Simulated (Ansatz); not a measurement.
`[OH][Sn][OH]`, 5 atoms. Total charge 0; spin multiplicity 1. Correlated methods include outer-core shells of Sn, which these sets cover unevenly. Sn takes the def2 core potential. All runs use 2 threads of a server CPU on a shared host. Correlated methods freeze the cores. Open-shell runs search over several starts.

Question: How many basis functions does each run have, and how long does it take in Ansatz? UHF-MP2/def2-QZVPP energy of the cation; RKS r2SCANh-D4/def2-TZVPP energy; UKS ωB97X-V/def2-TZVPP energy of the cation; RHF-CCSD(T)/def2-TZVPP energy; RKS PBE0-D4/def2-TZVP relaxation (5 steps); UKS B3LYP-D4/def2-TZVPP energy of the cation; RKS ωB97X-V/def2-TZVPP energy; direct RPA on PBE orbitals/def2-TZVPP energy; RKS PBE0-D4/def2-SVP energy; RHF-CCSD(T)/def2-SVP energy; RKS ωB97M-V/def2-QZVPP energy; RKS ωB97M-V/def2-SVP energy. (Best estimate.)

Answer: Ansatz gave: Other jobs shared the machine, so times are rough.

| level | job | functions | wall time | peak host memory (GiB) |
| --- | --- | --- | --- | --- |
| RKS PBE0-D4/def2-SVP | energy | 64 | 0.8 s | 0.13 |
| RHF-CCSD(T)/def2-SVP | energy | 64 | 1.6 s | 0.19 |
| RKS r2SCANh-D4/def2-TZVPP | energy | 140 | 2.2 s | 0.26 |
| RKS ωB97M-V/def2-SVP | energy | 64 | 2.8 s | 0.19 |
| direct RPA on PBE orbitals/def2-TZVPP | energy | 140 | 2.9 s | 0.27 |
| RKS ωB97X-V/def2-TZVPP | energy | 140 | 3.2 s | 0.31 |
| UKS B3LYP-D4/def2-TZVPP | energy of the cation | 140 | 4.4 s | 0.3 |
| RKS ωB97M-V/def2-QZVPP | energy | 256 | 8 s | 0.71 |
| RKS PBE0-D4/def2-TZVP | relaxation (5 steps) | 124 | 9.5 s | 0.23 |
| UKS ωB97X-V/def2-TZVPP | energy of the cation | 140 | 12 s | 0.42 |
| RHF-CCSD(T)/def2-TZVPP | energy | 140 | 16 s | 0.98 |
| UHF-MP2/def2-QZVPP | energy of the cation | 256 | 51 s | 0.84 |

B3LYP here is the variant with VWN-RPA as its local correlation; programs differ in this.
